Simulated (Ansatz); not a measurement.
Basis-set extrapolation for C$_{5}$H$_{7}$AlCl$_{2}$O$_{2}$ (`CC1=CC(C)=[O+][Al-]([Cl])([Cl])[O]1`) (PBE0-D4/def2-TZVP geometry, frozen core, Ansatz). Multiplicity 1, RHF reference.

```csv
,def2-TZVPP,def2-QZVPP
HF,-1504.515368,-1504.563716
MP2 correlation,-1.707688,-1.842857
CCSD(T) correlation,-1.852345,not run
```

Energies in hartree. Use E(X) = E(∞) + A·exp(−7.88·√X) for Hartree–Fock and E(X) = E(∞) + B·X^(−2.97) for correlation, with X = 3 and 4, and add CCSD(T) minus MP2 of the smaller set to the MP2 limit.

**Question.** What is the CCSD(T) energy at the basis-set limit?

**Answer.** HF limit: -1504.563716 + (-0.048348) × 0.13774 = -1504.57038. MP2 limit: -1.842857 + (-0.135169) × 0.74074 = -1.94298. Higher-order term: -1.852345 − (-1.707688) = -0.14466. Total: -1506.65802 hartree, 7.90 eV below CCSD(T)/def2-TZVPP.
